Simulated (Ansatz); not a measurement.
Cartesian coordinates in Å:
```
C -0.531 0.900 -0.356
S 0.947 1.230 0.642
Sn 1.835 -0.965 1.233
O 0.486 -2.094 0.322
H -0.283 0.350 -1.265
H -0.950 1.864 -0.645
H -1.285 0.358 0.216
H -0.219 -1.643 -0.148
```

Total charge 0; spin multiplicity 1. Sn takes the def2 core potential.

Question: List the PBE0/def2-TZVPP orbital energies in eV (the Gaussian-basis code of Ansatz). (An estimate is asked.)

Answer: Computed: Occupied: -2422.04, -522.22, -279.10, -217.36, -161.20, -161.08, -161.04, -140.13, -94.87, -94.71, -94.60, -28.94, -28.53, -28.51, -28.42, -28.28, -26.42, -21.60, -17.65, -13.96, -12.65, -12.27, -11.23, -10.09, -8.94, -8.43, -7.02, -7.01. Lowest empty: -2.11, -0.61, 0.13, 1.54, 1.96, 2.70, 2.71, 3.09.
